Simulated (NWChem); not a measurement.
System: GeSiH6O2; SMILES [OH][GeH2][SiH2]O

Excerpt of the output:

```
             Northwest Computational Chemistry Package (NWChem) 7.3.0
             --------------------------------------------------------

                             Geometry "geometry" -> ""
                             -------------------------

 Output coordinates in angstroms (scale by  1.889725989 to convert to a.u.)

  No.       Tag          Charge          X              Y              Z
 ---- ---------------- ---------- -------------- -------------- --------------
    1 O                    8.0000     1.06729800     1.87684800     0.71185500
    2 Si                  14.0000     0.08604500     1.58298200    -0.59815100
    3 Ge                  32.0000    -0.30045000    -0.78320600    -0.36974000
    4 O                    8.0000     0.53750500    -0.85969800     1.26181800
    5 H                    1.0000     1.17076200     1.07703600     1.26372100
    6 H                    1.0000     0.76804500     1.91625300    -1.87785300
    7 H                    1.0000    -1.18579500     2.35500300    -0.54239200
    8 H                    1.0000     0.44010600    -1.73830900    -1.35008900
    9 H                    1.0000    -1.75637400    -1.30581300    -0.21261900
   10 H                    1.0000     0.73829600    -1.76348800     1.54634500

 Effective nuclear repulsion energy (a.u.)     370.5705773036

  xc_inp: hfexch multiplicative factor not found.
                              NWChem Property Module
                              ----------------------

  itol2e modified to match energy
  convergence criterion.

                                 NWChem DFT Module
                                 -----------------

 Summary of "ao basis" -> "ao basis" (spherical)
 ------------------------------------------------------------------------------
       Tag                 Description            Shells   Functions and Types
 ---------------- ------------------------------  ------  ---------------------
 O                           sto-3g                  3        5   2s1p
 Si                          sto-3g                  5        9   3s2p
 Ge                          sto-3g                  8       18   4s3p1d
 H                           sto-3g                  1        1   1s

  itol2e modified to match energy
  convergence criterion.

[...]

          -----------------------------------------
          Chemical Shielding Tensors (GIAO, in ppm)
          -----------------------------------------

                                NWChem CPHF Module
                                ------------------

  scftype          =     RHF
  nclosed          =       34
  nopen            =        0
  variables        =      306
  # of vectors     =        3
  tolerance        = 0.10D-03
  level shift      = 0.00D+00
  max iterations   =       50
  max subspace     =       30

 SCF residual:    2.3453052128104829E-005

Iterative solution of linear equations
  No. of variables      306
  No. of equations        3
  Maximum subspace       30
        Iterations       50
       Convergence  1.0D-04

   iter   nsub   residual    time
   ----  ------  --------  ---------
     1      3    1.65D+00      15.6
     2      6    1.86D-01      17.4
     3      9    3.19D-02      19.2
     4     12    4.79D-03      20.9
     5     15    7.83D-04      22.7
     6     18    2.90D-04      24.6
     7     21    3.64D-05      26.4

      Atom:    1  O
        Diamagnetic
    370.8012      4.2006     19.9314
      4.2006    378.0928     -4.3843
     19.9314     -4.3843    387.8343

        Paramagnetic
     63.8014      0.7429    -83.3022
      0.7429    193.1309    -34.4864
    -83.3022    -34.4864     14.1091

        Total Shielding Tensor
    434.6026      4.9435    -63.3707
      4.9435    571.2237    -38.8707
    -63.3707    -38.8707    401.9435

           isotropic =     469.2566
          anisotropy =     169.6470

          Principal Components and Axis System
                 1           2           3
              582.3546    476.1305    349.2846

      1         0.1417      0.7973      0.5867
      2         0.9563     -0.2634      0.1270
      3        -0.2558     -0.5430      0.7998

      Atom:    2  Si
        Diamagnetic
    865.1140      1.7865      2.7498
      1.7865    871.4736     -0.4414
      2.7498     -0.4414    867.0978

        Paramagnetic
   -253.2430     20.6706     35.2803
     20.6706   -277.1400     29.4818
     35.2803     29.4818   -238.4479

        Total Shielding Tensor
    611.8710     22.4571     38.0302
     22.4571    594.3336     29.0405
     38.0302     29.0405    628.6499

           isotropic =     611.6182
          anisotropy =      96.2016

          Principal Components and Axis System
                 1           2           3
              675.7526    581.4215    577.6805

      1         0.5687      0.8135     -0.1219
      2         0.4110     -0.1526      0.8988
      3         0.7125     -0.5612     -0.4211

      Atom:    3  Ge
        Diamagnetic
   2733.9529      0.8067      1.7335
      0.8067   2737.6167     -0.3594
      1.7335     -0.3594   2736.0250

        Paramagnetic
   -416.9407    -29.7075     58.5874
    -29.7075   -470.5447    -40.2683
     58.5874    -40.2683   -302.0298

        Total Shielding Tensor
   2317.0122    -28.9008     60.3208
    -28.9008   2267.0720    -40.6277
     60.3208    -40.6277   2433.9952

           isotropic =    2339.3598
          anisotropy =     197.7211

          Principal Components and Axis System
                 1           2           3
             2471.1739   2294.2773   2252.6282

      1         0.3919      0.8602      0.3263
      2        -0.2327     -0.2505      0.9398
      3         0.8901     -0.4442      0.1020

      Atom:    4  O
        Diamagnetic
    363.4889     -4.3555     19.2032
     -4.3555    379.7879     -7.9905
     19.2032     -7.9905    390.0394

[...]
```

Level: Hartree-Fock/STO-3G, GIAO. STO-3G and 3-21G are far too small for this property and stand as cheap habits. Geometry: optimised at B3LYP/6-31G* (spherical d). NWChem prints the field gradient with the sign opposite to the second derivative of the potential. The printed shielding anisotropy is the first printed principal value minus the mean of the other two.

Q: Which NWChem input produces such a log?

A: This is not unique; one that fits is the input that was run:
```
start job
memory heap 200 mb stack 900 mb global 1100 mb
geometry units angstroms noautosym nocenter noautoz
  O      1.067298     1.876848     0.711855
  Si     0.086045     1.582982    -0.598151
  Ge    -0.300450    -0.783206    -0.369740
  O      0.537505    -0.859698     1.261818
  H      1.170762     1.077036     1.263721
  H      0.768045     1.916253    -1.877853
  H     -1.185795     2.355003    -0.542392
  H      0.440106    -1.738309    -1.350089
  H     -1.756374    -1.305813    -0.212619
  H      0.738296    -1.763488     1.546345
end
basis spherical
  * library sto-3g
end
dft
  xc hfexch
  iterations 150
end
property
  shielding
  efieldgrad
end
task dft property
```
